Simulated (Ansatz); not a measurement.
Consider the cleavage of the Si–Si bond: `F[Si](F)([SiH3])Cl` + NH₃ → `N[Si](F)(F)Cl` + SiH₄.

Isolated molecules relaxed with PBE0-D4/def2-TZVP in Ansatz; ΔE leaves out vibrations. CCSD(T)/CBS adds triple-zeta CCSD(T) − MP2 to the extrapolated MP2 energy (def2 sets, frozen cores). This one scheme is used for every species. DFT in def2-TZVPP. Each species was taken in one conformer, which may not be the lowest.

```csv
level,ΔE (kcal/mol),difference from CCSD(T)/CBS
LDA (SPW92),-16.5,2.1
BLYP-D4,-16.2,2.4
PBE0,-16.4,2.2
BHLYP,-21.2,-2.6
CAM-B3LYP,-20.3,-1.7
MP2/def2-SVP,-21.5,-2.9
CCSD/def2-SVP,-20.5,-1.9
CCSD(T)/def2-SVP,-19.9,-1.3
SCS-MP2/def2-TZVPP,-20.9,-2.3
MP2/CBS(def2),-19.9,-1.3
CCSD(T)/CBS,-18.6,0
```

Largest T1 diagnostic among the species: 0.012.

From BLYP to BHLYP (50 % exact exchange), in def2-TZVPP and without D4, ΔE moves by −4.7 kcal/mol. Leaving LDA and LC-ωPBE aside and taking each functional with its dispersion term where it has one, the values, not all of them listed here, spread over 6.5 kcal/mol, from BHLYP-D4 to PBE-D4. LDA lies −2.5 kcal/mol from PBE without D4. At CCSD(T), def2-SVP lies −1.3 kcal/mol from the extrapolated value and def2-TZVPP −0.7 kcal/mol.
